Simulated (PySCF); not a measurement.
BGeH9O2Si2.
Structure used (PBE0-D3(BJ)/def2-SVP), in Å, numbered top down from 1:
```xyz
15
BGeH9O2Si2 angstrom
O      2.3604    0.1783   -0.6168
B      1.5798   -0.6134    0.1667
O      1.9246   -1.8608    0.5827
Si    -0.2406    0.1135    0.7070
Si    -1.9140   -1.3252   -0.0810
Ge    -0.5673    2.2815   -0.2224
H      3.2090   -0.1961   -0.8820
H      2.7901   -2.1718    0.2909
H     -0.3727    0.1848    2.1999
H     -1.7591   -2.6936    0.5042
H     -3.2786   -0.8142    0.2604
H     -1.8182   -1.4390   -1.5712
H      0.5084    3.2729    0.2636
H     -0.4884    2.2092   -1.7606
H     -1.9489    2.8565    0.1519
```

Computed with core-valence-separated Tamm–Dancoff BHandHLYP/aug-pcX-1 (pcseg-1 on H, def2-SVPD on Ge, def2-SVPD on Si) in PySCF, non-relativistic, gas phase, PBE0-D3(BJ)/def2-SVP geometry. No shift to experiment was applied.

**Question.** What does the B 1s absorption edge look like?

**Answer.** 
| E (eV) | f | core hole on | main final orbital |
| --- | --- | --- | --- |
| 188.66 | 0.0821 | B2 | LUMO+1 (53 %) |
| 191.29 | 0.0002 | B2 | LUMO (93 %) |
| 192.21 | 0.0082 | B2 | LUMO+2 (63 %) |
| 192.46 | 0.0288 | B2 | spread |
| 192.99 | 0.0010 | B2 | LUMO+3 (74 %) |
| 193.13 | 0.0083 | B2 | LUMO+1 (32 %) |
| 193.28 | 0.0025 | B2 | LUMO+5 (41 %) |

The first line with a tenth or more of the strongest one's intensity is at 188.66 eV (f = 0.082), with the hole on B2 (three-coordinate boron). It is also the strongest listed.

**Question.** Give energies, oscillator strengths and core holes at the O K edge.

**Answer.** 
```
E (eV)       f  core hole on          main final orbital
532.07  0.0451         O1/O3    LUMO (2 roots, f summed)
532.47  0.0208            O1               LUMO+1 (69 %)
532.53  0.0220            O3               LUMO+1 (67 %)
534.56  0.0020            O3               LUMO+2 (54 %)
534.60  0.0016            O1               LUMO+2 (60 %)
535.02  0.0135         O1/O3  spread (2 roots, f summed)
535.34  0.0022            O3               LUMO+5 (56 %)
535.39  0.0016            O1               LUMO+5 (63 %)
535.50  0.0011            O1               LUMO+4 (48 %)
```

The first line with a tenth or more of the strongest one's intensity is at 532.07 eV (f = 0.045, sum of 2), with the hole on O1/O3 (boron-bound oxygen). It is also the strongest listed.

Roots within 0.03 eV whose holes lie on the same, on equivalent or on shared atoms are summed into one line, and the highest roots are left out, as the search may have cut off their partners. Final orbitals are the ground state's empty Kohn–Sham orbitals.

**Question.** What are the wavelength and the wavenumber of the 188.66 eV line?

**Answer.** λ = 12398.42 eV Å/188.66 eV = 65.718 Å; 1.5216 × 10⁶ cm⁻¹.

The list ends where the root search ended, not at a threshold. Relativistic effects, spin–orbit coupling among them, are left out although an element past zinc is present.

One conformer stands for the species.
